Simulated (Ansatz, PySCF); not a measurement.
Caution, from a PySCF single point (B3LYP-D3(BJ)/def2-TZVPD) at this geometry: the highest occupied level lies above zero, so the state may not be bound. This triplet is an excited state, 1.01 eV above the relaxed singlet at the level B3LYP-D3(BJ)/def2-TZVPD (PySCF).

A geometry relaxed with B3LYP-D3(BJ)/def2-TZVPD (Ansatz, a first-principles code), charge -1, multiplicity 3:

```xyz
5

N      1.0234     0.0669    -0.0088
O     -1.4729     0.3196     0.0799
C      2.0468    -0.5644    -0.1319
H     -1.4574    -0.6350    -0.0752
B     -0.1399     0.8129     0.1360
```

Task: Write the SMILES of this molecule.

Result: `[C-]#[N+][B-]O`
